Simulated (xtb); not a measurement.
Sn(H)(OH) (H₂OSn), SMILES [OH][SnH] (connectivity only; charge and spin as stated), neutral, multiplicity 1. All values are semi-empirical tight-binding results from xtb (GFN2-xTB unless named), good for trends rather than for accurate numbers. Coordinates come from a GFN2-xTB optimisation.

For metal compounds this method's bond lengths and energies can be far off.

The point group as xtb finds it is Cs and the orbital gap is 3.50 eV. The zero-point energy is 9.4 kcal/mol and the G − E(el) at 298.15 K (modified RRHO) is -7.0 kcal/mol.
